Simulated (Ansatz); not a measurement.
`FC#C[SiH3]` and `OC#C[SiH3]` differ in one atom or group.

Ansatz, PBE0-D4/def2-TZVP geometries, multiplicity 1. Each molecule was computed in one conformer, which needn't be the lowest.

```csv
property,`FC#C[SiH3]`
size of the dipole moment (PBE/def2-TZVPP) / D,0.18
size of the dipole moment (ωB97M-V/def2-TZVPP) / D,0.03
LUMO energy (ωB97M-V/def2-TZVPP) / eV,2.19
HOMO–LUMO gap (PBE/def2-TZVPP) / eV,6.26
HOMO energy (PBE/def2-TZVPP) / eV,-6.92
LUMO energy (PBE0/def2-TZVPP) / eV,0.28
```

Task: What does the change do to each property? (Estimate.)

Result: The calculation gave: 
```json
{"property": "size of the dipole moment (PBE/def2-TZVPP) / D", "`OC#C[SiH3]`": "2.37", "shift": "2.19"}
{"property": "size of the dipole moment (ωB97M-V/def2-TZVPP) / D", "`OC#C[SiH3]`": "2.29", "shift": "2.26"}
{"property": "LUMO energy (ωB97M-V/def2-TZVPP) / eV", "`OC#C[SiH3]`": "1.68", "shift": "-0.51"}
{"property": "HOMO–LUMO gap (PBE/def2-TZVPP) / eV", "`OC#C[SiH3]`": "5.26", "shift": "-1.00"}
{"property": "HOMO energy (PBE/def2-TZVPP) / eV", "`OC#C[SiH3]`": "-6.09", "shift": "0.83"}
{"property": "LUMO energy (PBE0/def2-TZVPP) / eV", "`OC#C[SiH3]`": "0.12", "shift": "-0.16"}
```

With PBE0 the HOMO rises by 0.86 eV and the LUMO falls by 0.16 eV, so the gap narrows by about 1.02 eV. PBE moves the HOMO by 0.83 eV and ωB97M-V by 0.88 eV. The zero-point energy changes by 30.1 kJ/mol with +3 modes. Dipoles are sizes alone; their direction can turn.
